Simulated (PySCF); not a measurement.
BrH2NPb, neutral, multiplicity 1. Atoms are numbered in the order given.

```xyz
5

Pb     0.2473     0.7071     0.0000
Br    -0.0694    -1.9326     0.0000
N     -1.8566     1.0564     0.0000
H     -2.5370     0.2981     0.0000
H     -2.3167     1.9645     0.0000
```
Charge 0, spin multiplicity 1.

The structure is a stationary point at r2SCAN-D4/def2-SVP. The def2 effective core potentials stand for the cores of Pb; spin–orbit coupling is left out. Other conformers were not sampled.

Calculation: TDDFT-CAM-B3LYP/def2-SVPD (PySCF 2.14.0).

Vertical excitations. Gas-phase values at a fixed geometry. State labels are in the subgroup Cs.

Q: Give excitation energies, oscillator strengths and character. (Estimate from the structure and the level; the computed values follow.)

A: 
```tsv
state	symmetry	energy (eV)	λ (nm)	f	main pairs
S1	A"	4.16	298	0.012	HOMO−1→LUMO 96 %
S2	A'	4.32	287	0.047	HOMO→LUMO 96 %
S3	A"	4.60	269	0.010	HOMO−2→LUMO 97 %
S4	A'	4.96	250	0.018	HOMO−3→LUMO 91 %
S5	A"	5.13	242	0.013	HOMO→LUMO+1 95 %
S6	A'	5.47	227	0.034	HOMO−1→LUMO+1 78 %, HOMO−2→LUMO+1 13 %
S7	A"	5.75	216	0.007	HOMO−3→LUMO+1 44 %, HOMO−4→LUMO 41 %, HOMO→LUMO+2 7 %
S8	A"	5.86	212	0.005	HOMO−4→LUMO 57 %, HOMO−3→LUMO+1 33 %
S9	A"	6.05	205	0.018	HOMO→LUMO+2 60 %, HOMO−3→LUMO+1 16 %, HOMO→LUMO+3 10 %
S10	A'	6.34	195	0.467	HOMO−2→LUMO+1 70 %
T1	A'	3.19	389	0	HOMO→LUMO 85 %
T2	A"	3.61	343	0	HOMO−1→LUMO 66 %, HOMO−2→LUMO 28 %
T3	A'	4.40	282	0	HOMO−3→LUMO 84 %, HOMO→LUMO 13 %
T4	A"	4.40	282	0	HOMO−2→LUMO 69 %, HOMO−1→LUMO 30 %
```
Triplets are in the Tamm–Dancoff approximation, which puts them higher than full response would, so one can lie above its singlet here.
